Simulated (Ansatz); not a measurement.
Ideal-gas functions of `C[O][GeH]([F])[F]` at 400 K and 1 bar, from an Ansatz frequency run at PBE0-D4/def2-TZVP.

Molar mass 142.65 g/mol, point group Cs (symmetry number 1), electronic degeneracy 1, moments of inertia 108.733, 182.845, 216.174 u Å². Harmonic wavenumbers (cm⁻¹, unscaled): 64, 87, 149, 241, 249, 340, 671, 701, 713, 728, 732, 1113, 1179, 1202, 1478, 1496, 1499, 2268, 3035, 3106, 3136.

Use S(trans) = R[1.5 ln M + 2.5 ln T − 1.1517]; rotational temperatures θ = 24.2544 K / I; S(rot) = R[ln(√π/σ · √(T³/θAθBθC)) + 1.5]; for each mode x = 1.438777 ν̃/T, S = R[x/(eˣ − 1) − ln(1 − e⁻ˣ)] and H = RT x/(eˣ − 1); 1 cm⁻¹ = 0.0119627 kJ/mol; R = 8.31446 J/(mol·K).

Problem. By hand: the entropy, in J/(mol·K).

Solution. Translation 176.8. Rotation: θ = 0.2231, 0.1327, 0.1122 K, giving 115.7. Vibration, mode by mode: 20.54, 18.01, 13.60, 9.76, 9.50, 7.14, 2.75, 2.53, 2.44, 2.34, 2.32, 0.77, 0.64, 0.59, 0.26, 0.25, 0.24, 0.02, 0.00, 0.00, 0.00, in all 93.7. Electronic 0.0. Sum 386.2 J/(mol·K).

Problem. By hand: H − E and G − E in kJ/mol, counted from the electronic energy.

Solution. Zero-point energy ½ × 24187 × 0.0119627 = 144.7; thermal vibration 18.7; translation, rotation and pV give 4 RT = 13.3. H − E = 176.7 kJ/mol, and G − E = 176.7 − 400 × 386.2/1000 = 22.2 kJ/mol.

Vibration gives 24 % of the entropy, 52.2 J/(mol·K) of it from the modes under 150 cm⁻¹: soft modes count most, and the harmonic formula is weakest for them. The sum counts one conformer and one mirror image; others add a mixing term.
